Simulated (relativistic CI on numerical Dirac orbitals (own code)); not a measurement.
# Rh³⁺: resonant inelastic scattering at the L2,3 edge

Computed with this model: Dirac-Coulomb-Breit CI, separate exchange-only KLI orbitals for each configuration, QED by a radiative potential, valence Slater integrals scaled by 0.8, Kramers-Heisenberg scattering through one core-hole configuration in a parametric crystal field; configurations [Kr] 4d6 → [He] 2s2 2p5 3s2 3p6 3d10 4s2 4p6 4d7; 300 K; core-hole width 1.6 eV; summed over polarisations. Incident energies are the highest absorption maxima for each field (at most a few, so the weaker spin-orbit partner edge can be absent), on the computed scale of the free ion. Intensities are in per cent of the strongest line above 0.02 eV; levels within 1 cm⁻¹ are merged; final levels count from the ground level, the first row holds all elastic scattering, lines under 0.4 are left out and each table stops after 24 rows. The scale of the Slater integrals is a model choice and moves the terms in proportion.

Field parameters in Wybourne normalisation: D3d B²₀ = −7Dσ, B⁴₀ = −14Dq − 21Dτ, B⁴₃ = −14√(10/7) Dq; D4h B²₀ = −7Ds, B⁴₀ = 21(Dq − Dt), B⁴₄ = 21√(5/14) Dq; Td as Oh with Dq negative (B⁴₀ = 21Dq, B⁴₄ = √(5/14) B⁴₀). The field is a parameter set, without covalency.

S is read from ⟨S²⟩ = S(S + 1).

Td, 10Dq = -8600 cm⁻¹:

| Final level (eV) | Degeneracy | Irrep | S | 3007.9 eV | 3150.5 eV |
| --- | --- | --- | --- | --- | --- |
| 0.000 | 1 | A1 | 1.97 | 1091.2 | 132.1 |
| 0.013 | 3 | T1 | 1.98 | 83.4 | 6.8 |
| 0.023 | 2 | E | 1.97 | 69.1 | 12.4 |
| 0.047 | 3 | T2 | 1.98 | 59.8 | 17.4 |
| 0.074 | 1 | A2 | 1.99 | 16.5 | 6.3 |
| 0.977 | 3 | T2 | 1.96 | 100.0 | 41.3 |
| 1.071 | 2 | E | 1.92 | 35.8 | 10.2 |
| 1.081 | 3 | T1 | 1.97 | 72.4 | 35.6 |
| 1.122 | 3 | T2 | 1.19 | 14.3 | 5.6 |
| 1.171 | 2 | E | 1.09 | 17.2 | 5.5 |
| 1.203 | 3 | T1 | 1.97 | 77.2 | 11.0 |
| 1.207 | 1 | A1 | 1.96 | 29.8 | 3.3 |
| 1.210 | 3 | T2 | 1.85 | 71.2 | 13.3 |
| 1.290 | 3 | T1 | 1.03 | 19.8 | 9.6 |
| 1.306 | 1 | A1 | 1.01 | 7.5 | 2.9 |
| 1.902 | 3 | T2 | 0.82 | 14.8 | 15.7 |
| 2.017 | 3 | T1 | 0.99 | 5.8 | 9.1 |
| 2.035 | 3 | T2 | 1.00 | 7.9 | 17.0 |
| 2.046 | 2 | E | 0.85 | 8.5 | 11.3 |
| 2.076 | 2 | E | 0.91 | 7.1 | 6.7 |
| 2.134 | 1 | A2 | 0.99 | 3.1 | 3.5 |
| 2.157 | 3 | T2 | 0.99 | 10.9 | 13.1 |
| 2.264 | 3 | T1 | 1.02 | 13.2 | 19.6 |
| 2.336 | 3 | T1 | 1.03 | 7.9 | 6.5 |

D3d, 10Dq = 18150, Dσ = 330, Dτ = -450 cm⁻¹:

```tsv
Final level (eV)	Degeneracy	Irrep	S	3007.8 eV	3150.2 eV
0.000	1	A1	0.22	697.2	43.8
0.695	2	E	1.65	11.3	0.7
0.697	1	A2	1.70	5.9	0.4
0.727	1	A1	1.76	8.2	7.8
0.732	2	E	1.71	14.2	3.0
0.752	2	E	1.89	8.6	1.9
0.806	1	A1	1.87	0.6	1.7
0.851	1	A2	1.95	0.4	0.4
0.963	2	E	1.61	2.7	1.6
0.973	1	A1	1.63	11.0	9.6
1.003	2	E	1.69	5.9	1.9
1.074	2	E	1.49	11.0	5.6
1.170	2	E	1.74	10.4	2.0
1.173	1	A1	1.55	3.8	5.9
1.189	1	A2	1.43	4.0	0.3
1.401	2	E	1.43	6.0	3.1
1.481	1	A1	1.32	8.7	11.6
1.533	2	E	0.98	100.0	2.4
1.635	2	E	1.07	11.7	19.1
1.647	1	A2	0.99	27.5	1.0
1.703	1	A1	1.04	16.8	11.2
1.853	2	E	0.89	52.3	16.8
1.853	1	A2	0.94	22.4	0.3
1.929	2	E	0.58	31.2	40.3
```

D4h, 10Dq = 25550, Ds = -1430, Dt = 810 cm⁻¹:

| Final level (eV) | Degeneracy | Irrep | S | 3008.1 eV | 3150.6 eV |
| --- | --- | --- | --- | --- | --- |
| 0.000 | 1 | A1 | 0.12 | 593.7 | 54.2 |
| 1.068 | 1 | A2 | 1.62 | 4.0 | 0.7 |
| 1.082 | 1 | A1 | 1.63 | 10.5 | 9.9 |
| 1.130 | 2 | E | 1.60 | 2.1 | 1.5 |
| 1.229 | 1 | B1 | 1.03 | 13.2 | 7.1 |
| 1.344 | 1 | B2 | 1.60 | 1.2 | 0.3 |
| 1.399 | 2 | E | 1.52 | 2.5 | 0.2 |
| 1.512 | 1 | A1 | 1.46 | 7.1 | 8.5 |
| 1.747 | 2 | E | 1.03 | 74.2 | 6.6 |
| 1.774 | 1 | A1 | 1.12 | 9.5 | 12.4 |
| 1.798 | 1 | A2 | 1.06 | 23.8 | 6.8 |
| 1.863 | 1 | B1 | 1.06 | 1.0 | 4.3 |
| 1.889 | 1 | B2 | 1.05 | 15.2 | 10.2 |
| 2.057 | 2 | E | 1.29 | 2.4 | 3.5 |
| 2.099 | 1 | A1 | 1.25 | 13.2 | 17.2 |
| 2.123 | 2 | E | 0.46 | 100.0 | 34.0 |
| 2.205 | 2 | E | 1.92 | 4.0 | 4.5 |
| 2.282 | 1 | B1 | 1.90 | 0.7 | 0.3 |
| 2.360 | 2 | E | 1.93 | 0.8 | 0.7 |
| 2.389 | 1 | A2 | 1.95 | 0.7 | 0.1 |
| 2.488 | 1 | A1 | 1.73 | 3.5 | 3.0 |
| 2.799 | 1 | B1 | 1.06 | 2.4 | 4.3 |
| 2.818 | 2 | E | 1.04 | 10.7 | 17.9 |
| 2.984 | 1 | A2 | 0.10 | 57.4 | 18.0 |

For the first field the strongest loss at the lowest incident energy is the level at 0.98 eV (S = 1.96, against 1.98 in the thermal ground state). Levels of other spin, the first over 8 % at 1.12 eV, appear because spin-orbit coupling of the core hole, and in heavier ions of the valence shell too, mixes spins.
